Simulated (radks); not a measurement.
Values are calculated unless marked as measured or tabulated.
The mean radii <r> (bohr) of the occupied orbitals of an atom or ion are listed with their occupations. Code: a radial shooting solver on a logarithmic mesh with Libxc functionals. Model: Dirac Kohn-Sham, AM05, spin-unpolarised, spherical densities, point nucleus.

| orbital | occ. | <r> |
|---|---|---|
| 1s1/2 | 2 | 0.06366 |
| 2s1/2 | 2 | 0.2933 |
| 2p1/2 | 2 | 0.2582 |
| 2p3/2 | 4 | 0.2610 |
| 3s1/2 | 2 | 0.8516 |
| 3p1/2 | 2 | 0.8759 |
| 3p3/2 | 4 | 0.8824 |
| 4p1/2 | 0.666667 | 2.260 |
| 4p3/2 | 1.33333 | 2.272 |

Name the element and its charge. Open shells, if any, are shared by 2j + 1.

Answer. Z = 24, chromium, charge +4: Cr4+ in [Ar] 4p2. The 1s radius gives Z: for a bare nucleus <r> = (2 gamma + 1)/(2Z) with gamma = sqrt(1 - (Z/c)^2), 0.06186 bohr for Z = 24, and screening makes it slightly larger (0.06366 here). The occupations add up to 20, and the charge is Z minus that.
